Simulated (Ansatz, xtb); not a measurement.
**C3H8BBr: where a starting geometry ends**

The starting geometry of this gas-phase singlet was built from a drawn formula by distance geometry and a force field; its bonds are those of `BC(C)(C)Br`.

```xyz
13

C    -1.4626   -0.4723   -1.6801
C    -2.2217   -1.2788   -0.6565
C    -0.4585    0.4973   -1.0002
B    -2.4220    0.3918   -2.6120
Br   -0.4437   -1.7024   -2.8464
H    -2.0135    1.2401   -3.2821
H    -3.4194   -0.1800   -3.0115
H    -2.8411   -0.6851    0.0173
H    -2.8964   -2.0086   -1.1603
H    -1.5390   -1.8904   -0.0467
H     0.2418   -0.1460   -0.3010
H     0.1060    1.0467   -1.7064
H    -0.9789    1.1715   -0.3349
```

Question: Predict what it relaxes into with r2SCAN-D4/def2-SVP.

Answer: A new bond forms, giving a structure with Br5 bridging C1 and B4, given below by its coordinates. Contacts that close: B4–Br5 (2.89 → 2.25 Å).

The energy falls by 0.88 eV over 9 steps:

```json
{"step": "1", "E − E(last) (eV)": "0.879"}
{"step": "2", "E − E(last) (eV)": "0.304"}
{"step": "3", "E − E(last) (eV)": "0.189"}
{"step": "4", "E − E(last) (eV)": "0.061"}
{"step": "5", "E − E(last) (eV)": "0.016"}
{"step": "6", "E − E(last) (eV)": "0.004"}
{"step": "7", "E − E(last) (eV)": "0.002"}
{"step": "8", "E − E(last) (eV)": "0.000"}
{"step": "9", "E − E(last) (eV)": "0.000"}
```

Final geometry (Å):

| atom | x (Å) | y (Å) | z (Å) |
| --- | --- | --- | --- |
| C | -1.5569 | -0.3334 | -1.5228 |
| C | -2.2316 | -1.2992 | -0.5884 |
| C | -0.4547 | 0.4807 | -0.9034 |
| B | -2.2845 | 0.1634 | -2.8214 |
| Br | -0.7354 | -1.4405 | -3.1425 |
| H | -1.8779 | 1.1589 | -3.3711 |
| H | -3.3538 | -0.3186 | -3.1094 |
| H | -2.8043 | -0.6937 | 0.1380 |
| H | -2.9436 | -1.9513 | -1.1115 |
| H | -1.5173 | -1.9124 | -0.0159 |
| H | 0.2612 | -0.1311 | -0.3313 |
| H | 0.0839 | 1.0816 | -1.6480 |
| H | -0.9342 | 1.1796 | -0.1933 |

From the same start GFN2-xTB reaches the same bonding as this run.

The end wasn't checked by frequencies. Run with Ansatz 0.2.0, 67 s on 2 threads of AMD EPYC (Zen 3), on a shared host.
